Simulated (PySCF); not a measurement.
An unknown shows these calculated signals:

$^{1}$H NMR (600 MHz, computed): δ 2.51 (m, 4H), 2.02 (m, 4H), 0.74 (m, 2H), 0.38 (m, 2H), 0.29 (m, 1H).

$^{13}$C{$^{1}$H} NMR (computed): δ 214.4 (C), 43.0 (CH2), 34.5 (CH2), 14.6 (CH), 5.0 (CH2).

Method: geometry: GFN2-xTB, σ from GIAO-PBE0/pcSseg-1, in PySCF 2.14.0 with density-fitted response routines (rapidly exchanging positions averaged, non-relativistic Hamiltonian, gas phase, one computed conformer).

References, each an isolated molecule treated in the same way: $^{1}$H (σref 31.72), $^{13}$C (σref 186.93) vs TMS.

Which of these does the molecule contain: a three-membered ring, a ketone, a non-aromatic C=C double bond, a tert-butyl group, a CF3 group?

## Answers


- A three-membered ring: yes.
- A ketone: yes (δC 214.4).
- A non-aromatic C=C double bond: no.
- A tert-butyl group: no.
- A CF3 group: no.

The data belong to SMILES O=C1CCP(C2CC2)CC1, C$_{8}$H$_{13}$OP; they needn't prove each group on their own.

Carbon signals by region: 1 in the far downfield region (above 160 ppm), 4 below 50 ppm. Above 160 ppm: 214.4, ketone carbonyl carbon.

Splittings by $^{31}$P in the carbon and heteronuclear signals aren't shown, as no couplings were computed. Shifts are as computed. Against solution values, carbons near 30 ppm lie about +3 ppm off and those near 130 ppm about +5 ppm. Of 1211 compounds with measured shifts, 218 miss one by over three times the rms of a fit or turn the order of signals round; such compounds aren't used in these exercises. No couplings were computed; multiplicities are counted from neighbouring protons, with m where these are inequivalent, close in shift, in a saturated or five-membered ring or joined by F or P, and br s for small geminal =CH2 splittings.
